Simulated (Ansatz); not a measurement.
Question: Name a neutral molecule of B, C, Cl, S and H with HOMO–LUMO gap (B3LYP/def2-TZVPP) between 5.15 and 5.45 eV and size of the dipole moment (PBE/def2-TZVPP) between 2.25 and 2.55 D (Ansatz, PBE0-D4/def2-TZVP geometry).

Answer: `ClC1=CCSB1` (5.27 eV, 2.54 D). Other molecules can fit too; these were computed, each in one conformer that needn't be the lowest.

B3LYP here is the variant with VWN-RPA as its local correlation; programs differ in this.
